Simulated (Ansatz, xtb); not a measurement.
A ladder of methods for GeH3F (GeFH3)

GeH3F, singlet, SMILES `[H][Ge]([H])([H])[F]`. Each level relaxes the structure for itself.

Quantity: the highest harmonic wavenumber at each level's own minimum, in cm⁻¹. The values are calculated.

```csv
level,kind,program,value (cm⁻¹)
GFN2-xTB,semi-empirical,xtb,2070
GFN1-xTB,semi-empirical,xtb,2253
HF/STO-3G,Hartree–Fock,Ansatz,2483
HF/3-21G,Hartree–Fock,Ansatz,2210
HF/6-31G* (Cartesian functions),Hartree–Fock,Ansatz,2274
PBE/def2-SVP,GGA,Ansatz,2108
B3LYP/6-31G* (Cartesian functions),global hybrid,Ansatz,2135
MP2/6-31G* (Cartesian functions),perturbation theory,Ansatz,2205
```

All-electron rows without a relativistic Hamiltonian named are non-relativistic. Harmonic and unscaled. The values span 2070 to 2483 cm⁻¹. In the correlated wave-function rows the outer d shell of Ge is correlated, in sets not made for it. Without the sets that lack polarisation functions the rows with a basis span only 2108 to 2274 cm⁻¹.
